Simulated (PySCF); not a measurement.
Ga(NCO)(OH)2 (CH2GaNO3), SMILES O=C=[N][Ga]([OH])[OH].

Geometry optimised at r2SCAN-D4/def2-SVP. One conformer was computed; it need not be the lowest.

Level of theory: r2SCAN-D4/def2-SVP in PySCF 2.14.0.

Frequencies are harmonic and unscaled.

| mode | ν (cm⁻¹) | IR (km/mol) | Raman (Å⁴/amu) | depolarisation | moving atoms (share of kinetic energy) |
|---|---|---|---|---|---|
| 1 | 7 | 0.3 | 2.4 | 0.75 | O 61 %, N 32 % |
| 2 | 51 | 2.3 | 0.9 | 0.75 | N 58 %, O 40 % |
| 3 | 173 | 4.4 | 1.7 | 0.60 | O 74 %, H 12 %, Ga 11 % |
| 4 | 181 | 42.4 | 0.3 | 0.75 | N 43 %, O 29 %, Ga 15 % |
| 5 | 192 | 27.6 | 0.6 | 0.75 | Ga 42 %, O 38 %, N 15 % |
| 6 | 313 | 0.1 | 0.7 | 0.75 | H 87 %, O 13 % |
| 7 | 353 | 215.7 | 0.1 | 0.75 | H 95 % |
| 8 | 442 | 47.6 | 7.4 | 0.15 | O 40 %, Ga 27 %, C 19 %, N 14 % |
| 9 | 602 | 26.2 | 0.2 | 0.69 | C 73 %, O 16 %, N 11 % |
| 10 | 613 | 30.2 | 0.0 | – | C 73 %, O 15 %, N 12 % |
| 11 | 709 | 77.4 | 15.1 | 0.06 | O 85 %, Ga 13 % |
| 12 | 753 | 148.6 | 1.4 | 0.75 | O 71 %, Ga 17 %, H 12 % |
| 13 | 818 | 5.9 | 2.4 | 0.75 | H 79 %, Ga 11 %, O 10 % |
| 14 | 843 | 180.0 | 3.3 | 0.56 | H 91 %, O 9 % |
| 15 | 1483 | 14.4 | 25.6 | 0.24 | N 56 %, O 42 % |
| 16 | 2436 | 1268.5 | 2.5 | 0.03 | C 70 %, N 19 %, O 12 % |
| 17 | 3858 | 155.2 | 11.1 | 0.46 | H 94 % |
| 18 | 3859 | 6.3 | 158.7 | 0.22 | H 94 % |
